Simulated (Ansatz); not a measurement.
Consider the formal exchange of groups at the Si–Al bond: `[CH3][AlH][SiH2][AlH2]` + `C=CNC` → `CN[SiH2][AlH2]` + `C=[CH][AlH][CH3]`.

Calculated with Ansatz (gas phase, PBE0-D4/def2-TZVP geometries, no zero-point term in ΔE). CCSD(T)/CBS adds triple-zeta CCSD(T) − MP2 to the extrapolated MP2 energy (def2 sets, frozen cores). Functionals use def2-TZVPP. B3LYP here is the variant with VWN-RPA as its local correlation; programs differ in this. Each species was taken in one conformer, which may not be the lowest.

`[CH3][AlH][SiH2][AlH2]`:

Z-matrix (Å, degrees):
```
C
Al 1 1.953
H 1 1.092 2 113.5
H 1 1.095 2 110.5 3 -121.6
H 1 1.096 2 110.2 3 121.3
Si 2 2.448 1 121.2 3 -3.9
H 2 1.593 1 119.5 3 179.5
Al 6 2.438 2 111.0 1 -86.4
H 6 1.496 2 109.0 1 33.2
H 6 1.494 2 110.5 1 151.5
H 8 1.590 6 121.1 2 -92.9
H 8 1.591 6 120.0 2 83.2
```

`C=CNC`:

Cartesian coordinates in Å:
```
C -1.075 -1.366 0.980
C -0.707 -0.242 0.362
N 0.570 0.252 0.235
C 0.899 1.071 -0.905
H -0.352 -2.048 1.413
H -2.123 -1.611 1.084
H -1.463 0.413 -0.067
H 1.293 -0.398 0.505
H 0.931 0.517 -1.854
H 0.157 1.866 -1.004
H 1.870 1.545 -0.750
```

`CN[SiH2][AlH2]`:

Z-matrix (Å, degrees):
```
C
N 1 1.447
H 1 1.093 2 110.7
H 1 1.094 2 109.5 3 -117.5
H 1 1.100 2 114.1 3 122.0
Si 2 1.733 1 120.9 3 164.0
H 2 1.008 1 113.1 3 -51.1
Al 6 2.477 2 116.8 1 56.8
H 6 1.494 2 106.2 1 178.9
H 6 1.496 2 107.9 1 -66.2
H 8 1.595 6 121.5 2 6.4
H 8 1.594 6 121.2 2 -174.6
```

`C=[CH][AlH][CH3]`:

```xyz
11

C    -0.384   -0.909   -1.654
C     0.444    0.121   -1.463
Al    0.685    0.891    0.308
C    -0.314    0.125    1.802
H    -0.949   -1.352   -0.836
H    -0.547   -1.368   -2.629
H     0.965    0.494   -2.346
H     1.679    2.117    0.509
H    -0.090   -0.940    1.926
H    -0.094    0.623    2.749
H    -1.394    0.197    1.633
```

(1) Is it downhill or uphill in electronic energy at CCSD(T)/CBS, and by how much? (An estimate is asked.)

(2) What do these levels give: r2SCAN-D4, B3LYP-D4, ωB97X-V, ωB97M-V, CCSD/def2-TZVPP, CCSD/CBS(def2)? (Best estimate.)

Largest T1 diagnostic among the species: 0.013.

## Answers

(1) Ansatz gave: Downhill: ΔE = -47.3 kJ/mol.

(2) Computed: r2SCAN-D4 -27.0, B3LYP-D4 -39.8, ωB97X-V -40.4, ωB97M-V -47.9, CCSD/def2-TZVPP -47.7, CCSD/CBS(def2) -50.4 kJ/mol.

In def2-TZVPP, CCSD(T) changes the Hartree–Fock value by +14.1 kJ/mol (the triples alone add +3.1 kJ/mol) and MP2 by +7.3 kJ/mol. The D4 term adds −3.7 kJ/mol with B3LYP and −1.9 kJ/mol with PBE0; it sums over pairs of atoms, weighted by their polarisabilities, and B3LYP, whose exchange is more repulsive, gets the larger term. From PBE to PBE0 (25 % exact exchange), in def2-TZVPP and without D4, ΔE moves by −8.1 kJ/mol.
